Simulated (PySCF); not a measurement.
**Deuteron quadrupole couplings in `CC1=C(C)[PH2+]C=C1`**

Species: C6H10P (charge +1).
Z-matrix (Å and degrees, GFN2-xTB geometry), rows numbered from 1:
```
C 
C   1  1.4798
C   2  1.3599  1  125.67
C   3  1.4913  2  128.77  1    -0.77
P   3  1.7966  2  107.44  1   179.16
C   5  1.7849  3   94.48  2     0.77
C   6  1.3454  5  107.18  3    -0.58
H   1  1.0897  2  109.79  3  -125.64
H   1  1.0902  2  109.98  3   116.84
H   1  1.0849  2  111.85  3    -4.34
H   4  1.0896  3  110.58  2   -56.18
H   4  1.0873  3  111.16  2  -176.68
H   4  1.0900  3  110.75  2    62.79
H   5  1.3755  3  114.25  2  -117.41
H   5  1.3754  3  114.76  2   119.99
H   6  1.0755  5  125.44  3   179.88
H   7  1.0784  2  119.99  1     0.59
```

Level: PBE0/pcSseg-1 (PySCF, non-relativistic); Q(2H) = 0.00286 b; rigid geometry, the same for H and D, with no vibrational averaging.

Question: Rank these positions by the coupling χzz of a deuteron there, largest first.
A. H17 (vinylic hydrogen)
B. H13 (methyl hydrogen)
C. H16 (vinylic hydrogen)
D. H15 (P–H hydrogen)
E. H10 (methyl hydrogen)

Answer: C (223 kHz), A (214 kHz), E (210 kHz), B (204 kHz), D (136 kHz).

Tabulate Vzz, the asymmetry η and χzz = 234.96 MHz × Q × Vzz for every hydrogen position.

```csv
atom,bonded to,bond length (Å),Vzz (au),η,χzz (kHz)
H8,C1,1.090,0.3045,0.04,205
H9,C1,1.090,0.3043,0.04,204
H10,C1,1.085,0.3122,0.04,210
H11,C4,1.090,0.3045,0.03,205
H12,C4,1.087,0.3089,0.07,208
H13,C4,1.090,0.3042,0.03,204
H14,P5,1.375,0.2023,0.00,136
H15,P5,1.375,0.2023,0.01,136
H16,C6,1.076,0.3319,0.08,223
H17,C7,1.078,0.3190,0.03,214
```

Average by the element that carries the hydrogen.

on C: 209 kHz over 8 positions, mean bond length 1.086 Å; on P: 136 kHz over 2 positions, mean bond length 1.375 Å.

How does χzz go with the bond length over the 8 C–H bonds?

A straight-line fit has a slope of -11.3 kHz for each 0.01 Å, with a correlation coefficient of -0.98, over lengths from 1.076 to 1.090 Å. The longer bonds have the smaller couplings here.

Geometry: GFN2-xTB; no solvent, vibrations or thermal averaging. GFN2-xTB bond lengths can be off by several hundredths of an ångström, more for odd bonds, and the gradients follow them. The basis is small and wasn't made for field gradients, so the couplings can be 20 % off.
